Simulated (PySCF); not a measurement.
**A small calculation by hand: oscillator strength and radiative lifetime**

trichloroethylene (C2HCl3), SMILES ClC=C(Cl)Cl.

Coordinates come from a B3LYP-D3(BJ)/def2-SVP optimisation.

TDA-PBE/def2-SVPD in PySCF 2.14.0 puts the first singlet state with f over 0.02 at 5.98 eV (vertical), with the transition dipole (0.493, 1.370, 0.000) in atomic units.

Find the oscillator strength, the wavelength and the radiative lifetime that this transition would have in vacuum if emission retraced absorption.


|μ|² = 2.1199 au, so |μ| = 3.70 D. ΔE = 5.98/27.211 = 0.2198 hartree. f = (2/3) ΔE |μ|² = 0.311 (the program prints 0.311).
λ = 1239.84/5.98 = 207 nm; ν = 48232 cm⁻¹.
Einstein's coefficient A = 0.6670 ν² f s⁻¹ (ν in cm⁻¹) = 4.8e8 s⁻¹, so τ = 1/A = 2.1 ns. This state is S4; the lower singlets have f = 0.000, 0.000, 0.000. The figure is the radiative limit of this one transition; relaxation, internal conversion, crossing to triplets and a medium change what is measured.
